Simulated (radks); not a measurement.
C3+, 3 electrons, occupied as [He] 2s1. Calculated with a radial shooting solver on a logarithmic mesh with Libxc functionals: Dirac Kohn-Sham, PBEsol, spin-unpolarised, spherical densities, finite nucleus; Fermi nuclear charge, rms radius 2.4702 fm.

Normalised radial functions P(r) = r R(r) (large component), r in bohr:

| r | 1s1/2 | 2s1/2 | 2p3/2 |
|---|---|---|---|
| 0.0205 | 0.5028 | 0.1404 | 0.0038 |
| 0.02757 | 0.6478 | 0.1807 | 0.0067 |
| 0.03706 | 0.8227 | 0.2289 | 0.0117 |
| 0.04983 | 1.0248 | 0.2839 | 0.0205 |
| 0.06753 | 1.2500 | 0.3434 | 0.0357 |
| 0.0908 | 1.4648 | 0.3959 | 0.0604 |
| 0.1221 | 1.6398 | 0.4290 | 0.1001 |
| 0.1641 | 1.7282 | 0.4218 | 0.1614 |
| 0.2224 | 1.6785 | 0.3457 | 0.2544 |
| 0.2991 | 1.4663 | 0.1807 | 0.3788 |
| 0.4021 | 1.1142 | -0.0805 | 0.5331 |
| 0.5406 | 0.7045 | -0.4082 | 0.6981 |
| 0.7326 | 0.3414 | -0.7316 | 0.8375 |
| 0.985 | 0.1221 | -0.9186 | 0.8880 |
| 1.324 | 0.0284 | -0.8751 | 0.7941 |
| 1.78 | 0.0037 | -0.6157 | 0.5614 |
| 2.413 | 0.0002 | -0.2951 | 0.2861 |
| 3.244 | 0.0000 | -0.0905 | 0.0981 |
| 4.362 | 0.0000 | -0.0151 | 0.0193 |

1s1/2: eigenvalue -330.38 eV, 0 radial nodes, <r> = 0.270 bohr, 90 % of the charge inside 0.484 bohr. 2s1/2: eigenvalue -55.834 eV, 1 radial node at r = 0.371 bohr, <r> = 1.29 bohr, 90 % of the charge inside 1.98 bohr. 2p3/2 (empty): eigenvalue -47.772 eV, 0 radial nodes, <r> = 1.20 bohr, 90 % of the charge inside 1.95 bohr.
